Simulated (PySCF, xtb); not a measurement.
# C2H7NSi: 3 structures ranked

3 gas-phase structures of C2H7NSi, from a drawn sample of its isomers (lower ones may exist). Each was relaxed with GFN2-xTB:

A. `N/C=C\[SiH3]`, a singlet
B. `C=C(N)[SiH3]`, a singlet
C. `N/C=C/[SiH3]`, a singlet

Problem. Make a reasoned guess at their ranking by r2SCAN-D4/def2-SVP single-point energy.

Solution. Calculated order at r2SCAN-D4/def2-SVP: C (0.0), A (3.5), B (22.3) kJ/mol. Less than 1 kcal/mol parts C and A, so the order within that pair means little.

Energies above the lowest of each column, in kJ/mol; the last columns are at B3LYP-D3(BJ)/def2-SVP geometries:

```
structure  GFN2-xTB  HF/STO-3G  r2SCAN-D4/def2-SVP  B3LYP-D3(BJ)/def2-SVP  CCSD(T)/def2-SVP + ΔMP2/def2-TZVPP
        C       0.0        0.0                 0.0                    0.0                                 0.0
        A       1.5        6.1                 3.5                    2.5                                 3.2
        B      11.8        6.0                22.3                   20.1                                15.9
```

Every level run on C puts it lowest or level with the lowest. Flexible structures stand in one conformer each, not always the lowest. ΔMP2 is the change of the MP2 energy from the smaller to the larger basis.

Programs: PySCF 2.14.0, xtb 6.7.1.
